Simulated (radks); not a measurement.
Values are calculated unless marked as measured or tabulated.
Task: Ionisation of the europium ion Eu18+, [Kr] 4d9, to [Kr] 4d8 as the strength of local exchange is varied. Level of theory: scalar-relativistic Kohn-Sham, Slater X-alpha exchange (alpha = 2/3 is LDA exchange), no correlation, spin-unpolarised, spherical densities, point nucleus (a radial shooting solver on a logarithmic mesh with Libxc functionals).

| alpha | E(Eu18+) (hartree) | exchange (hartree) | IE (eV) | -e of the level emptied (eV) | <r> of it (bohr) |
|---|---|---|---|---|---|
| 0.589 | -10693.4073 | -187.8771 | 550.40 | 532.15 (4d) | 0.5974 |
| 0.667 | -10718.4088 | -213.1691 | 556.16 | 537.87 (4d) | 0.5947 |
| 0.81 | -10764.3707 | -259.7878 | 566.80 | 548.43 (4d) | 0.5898 |
| 0.826 | -10769.5234 | -265.0240 | 567.99 | 549.62 (4d) | 0.5893 |
| 0.94 | -10806.2957 | -302.4495 | 576.57 | 558.14 (4d) | 0.5854 |
| x | -10809.2032 | -305.4129 | 577.25 | 558.82 (4d) | 0.5851 |

Which alpha was used in the last row?

Result: alpha = 0.949. NIST Atomic Spectra Database: 553 +/- 3 eV (theoretical). The Delta-SCF value meets it near alpha = 0.62. Spin polarisation and multiplet splitting are left out, so open shells lie too high by an amount that depends on their filling. Spin-orbit splitting is averaged out at the scalar-relativistic level.

Beside tabulated values, note that spin-unpolarised runs miss the spin-polarisation part of the exchange energy of open shells.
